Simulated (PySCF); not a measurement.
Field gradients at the hydrogen positions

Compound: C₇H₅FN₂.
Cartesian coordinates in Å at the GFN2-xTB level; atoms count from 1:
```
atom  x, y, z in Å
C1    -3.8536   -0.1438   -1.1070
C2    -2.6853   -0.0565   -0.8456
C3    -1.3165    0.0217   -0.4994
N4    -0.4914    0.6650   -1.3174
N5     0.7684    0.7701   -1.0568
C6     1.3001    0.2447    0.0353
C7     2.7664    0.4266    0.2344
C8     0.5159   -0.4543    0.9655
C9    -0.8235   -0.5639    0.6831
F10   -1.6474   -1.2163    1.5178
H11   -4.8719   -0.2101   -1.3510
H12    3.1759    0.9897   -0.5985
H13    3.2616   -0.5409    0.2958
H14    2.9580    0.9622    1.1626
H15    0.9389   -0.8862    1.8593
```

Level: PBE0/pcSseg-1 (PySCF, non-relativistic); Q(2H) = 0.00286 b; rigid geometry, the same for H and D, with no vibrational averaging.

Question: Rank these positions by the coupling χzz of a deuteron there, largest first.
A. H15 (aromatic hydrogen)
B. H13 (methyl hydrogen)
C. H11 (alkyne hydrogen)

Answer: C (265 kHz), A (219 kHz), B (209 kHz).

Tabulate Vzz, the asymmetry η and χzz = 234.96 MHz × Q × Vzz for every hydrogen position.

```json
{"atom": "H11", "bonded to": "C1", "bond length (Å)": "1.049", "Vzz (au)": "0.3940", "η": "0.00", "χzz (kHz)": "265"}
{"atom": "H12", "bonded to": "C7", "bond length (Å)": "1.086", "Vzz (au)": "0.3124", "η": "0.02", "χzz (kHz)": "210"}
{"atom": "H13", "bonded to": "C7", "bond length (Å)": "1.089", "Vzz (au)": "0.3112", "η": "0.03", "χzz (kHz)": "209"}
{"atom": "H14", "bonded to": "C7", "bond length (Å)": "1.089", "Vzz (au)": "0.3112", "η": "0.03", "χzz (kHz)": "209"}
{"atom": "H15", "bonded to": "C8", "bond length (Å)": "1.079", "Vzz (au)": "0.3259", "η": "0.06", "χzz (kHz)": "219"}
```

A static deuteron (I = 1) shows a doublet split by (3/2)χ, (3/4)χ(1 + η) and (3/4)χ(1 − η) with the field along z, y and x of the gradient. What are these for H15?

With |χ| = 219.0 kHz and η = 0.059: 328, 174 and 154 kHz, to first order and without motion.

Geometry: GFN2-xTB; no solvent, vibrations or thermal averaging. GFN2-xTB bond lengths can be off by several hundredths of an ångström, more for odd bonds, and the gradients follow them. These gradients aren't converged with respect to the basis.
